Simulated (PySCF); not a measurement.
**Relaxation of singlet SbO₃⁻**

These are results of B3LYP/[Sb def2-SVPD with ECP28, O def2-SVPD], scalar-relativistic core potentials, density fitting, no spin–orbit coupling, PySCF, not measurements. A (50,194) grid was used.

A hand-made T-shaped start, of C2v symmetry, held to at least that symmetry:

```xyz
4
charge -1 multiplicity 1, angstrom
Sb    0.0000    0.0000   -0.1925
O     0.0000    0.0000    1.7075
O     1.8988    0.0000   -0.1262
O    -1.8988    0.0000   -0.1262
```

Optimiser trace:
| step | E − E(last) (kJ/mol) | largest gradient (Eh/bohr) |
| --- | --- | --- |
| 0 | 259.81 | 0.09686 |
| 1 | 131.26 | 0.03803 |
| 2 | 55.79 | 0.03827 |
| 3 | 17.19 | 0.02699 |
| 4 | 0.79 | 0.00306 |
| 5 | 0.07 | 0.00381 |
| 6 | 0.00 | 0.00115 |
| 7 | 0.00 | 0.00006 |

It ends at D3h with Sb–O 1.873 Å (×3); O–Sb–O 120.0° (×3) (after a last refinement on a finer grid). A frequency run shows a minimum. Other isomers or separated fragments may lie lower.
